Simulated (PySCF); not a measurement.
**Question.** What does the PBE0-D3(BJ)/def2-SVP structure of MoO2Br2 (`[O]=[Mo](=[O])([Br])[Br]`) look like in three dimensions? (Singlet state.)

**Answer.** 
```xyz
5
Br2MoO2 angstrom
Mo     0.1258   -0.0254    0.0812
O      0.0372   -0.1136    1.7375
O      1.7387   -0.0432   -0.3135
Br    -0.8834    2.0138   -0.6889
Br    -0.9435   -1.9420   -0.8783
```

Any rigid rotation of these coordinates is as good. Atoms count from 1 in this order. Mo1 (molybdenum bonded to 2 Br and 2 O) is tetrahedral (angles from 106.8° to 111.3°).

Bonds between heavy atoms (Å): Mo1–O2 1.661, Mo1–O3 1.661, Mo1–Br4 2.402, Mo1–Br5 2.395.

Theory: PBE0-D3(BJ)/def2-SVP geometry optimisation, gas phase, def2 core potentials past Kr (PySCF 2.14.0).

Point group: C2v (every atom within 0.08 Å of its image). Whether it is a minimum is left open (no frequencies).

Time: 94 s; peak memory 0.50 GiB. Hardware: one thread of an Arm Neoverse V2 (shared host). That covers the optimisation of the geometry.
